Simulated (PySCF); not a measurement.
A structure optimised at PBE-D3(BJ)/def2-SVP, used in a PySCF frequency run:

```
O
C 1 1.4149
H 2 1.1128 1 109.84
H 2 1.1128 3 107.67 1 119.58
H 2 1.1140 3 107.97 4 116.34
Ga 1 1.7898 2 125.99 3 -120.88
H 6 1.5555 1 119.44 2 180.00
Br 6 2.3112 7 124.65 1 180.00
```
Charge 0, spin multiplicity 1.

Question: Write its SMILES, formula and point group.

Answer: C[O][GaH][Br], CH4BrGaO, Cs

Question: What are its rotational constants (standard atomic weights)?

Answer: 4.7943, 1.5571, 1.1843 GHz
